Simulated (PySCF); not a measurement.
Orbital energies and ionisation energy

Species: C₄H₁₀BNO.
Cartesian coordinates in Å at the PBE0-D3(BJ)/def2-SVP level; atoms count from 1:
```
atom  x, y, z in Å
C1    -3.1506    0.9708   -0.4023
C2    -2.0329    0.2992   -0.6748
C3    -1.3445   -0.6310    0.2745
O4     0.0104   -0.2971    0.4335
B5     1.0002   -0.9508   -0.2445
N6     2.3246   -0.5104   -0.1196
C7     2.7704    0.6103    0.6673
H8    -3.6347    0.8957    0.5773
H9    -3.6281    1.6171   -1.1435
H10   -1.5609    0.3983   -1.6606
H11   -1.8330   -0.5893    1.2622
H12   -1.4382   -1.6693   -0.0981
H13    0.7487   -1.9100   -0.9469
H14    3.0485   -1.0175   -0.6107
H15    3.2922    1.3662    0.0550
H16    3.4558    0.3061    1.4779
H17    1.8982    1.0930    1.1277
```

Level: B3LYP/def2-SVPD (PySCF). Frontier orbitals with their largest atomic shares (Löwdin; up to four atoms above 4 %):

```csv
orbital,ε (eV),main atoms
HOMO−3,-8.80,"O4 32 %, C3 15 %, C2 12 %, B5 10 %"
HOMO−2,-8.50,"O4 44 %, B5 16 %, H13 14 %, C3 7 %"
HOMO−1,-7.46,"C1 36 %, C2 33 %, C3 7 %, O4 5 %"
HOMO,-6.83,?
LUMO,-0.22,"C1 33 %, C2 30 %, C3 6 %, H8 6 %"
LUMO+1,0.37,"B5 38 %, C7 14 %, H14 14 %, H15 6 %"
LUMO+2,0.77,"B5 18 %, O4 16 %, C1 10 %, H11 8 %"
```

Task: What vertical ionisation energy does ΔSCF give, and how far is −ε(HOMO) from it?

Result: ΔSCF: 8.84 eV (853 kJ/mol; threshold wavelength 140 nm); ⟨S²⟩ of the doublet left behind is 0.761, against 0.75 for a pure doublet. −ε(HOMO) is 6.83 eV, 2.01 eV below it. For the exact functional −ε(HOMO) would equal the first vertical ionisation energy; B3LYP (global hybrid, 20 % exact exchange) falls short of its own ΔSCF value by 23 %.

Task: On which atoms does the HOMO lie?

Result: N6 (boron-bound nitrogen) 47 %, O4 (boron-bound oxygen) 15 %, C7 (N-methyl carbon) 10 %, B5 (three-coordinate boron) 8 %. The HOMO−1 lies 0.63 eV lower.

Task: Shift the occupied levels rigidly so that −ε(HOMO) equals the ΔSCF value. What binding energies result?

Result: The shift is +2.01 eV: HOMO 8.84, HOMO−1 9.47, HOMO−2 10.51, HOMO−3 10.81 eV. A rigid shift is only a rough guide to the deeper ionisations.

Task: How many of the 10 lowest singlet excitations (vertical TDDFT, same level) lie below the ionisation energy?

Result: All 10; they run from 5.88 to 7.51 eV.

Task: What kinetic energy would electrons from this vertical process carry with 118.2 nm light (10.49 eV)?

Result: 10.49 − 8.84 = 1.65 eV.

Task: With α = 80.0 au, estimate the like-pair dispersion coefficient by London's formula C6 = (3/4)α²I.

Result: I = 0.3250 Eh, so C6 ≈ 1560 au, a rough estimate.

Geometry: PBE0-D3(BJ)/def2-SVP, one conformer, isolated molecule.
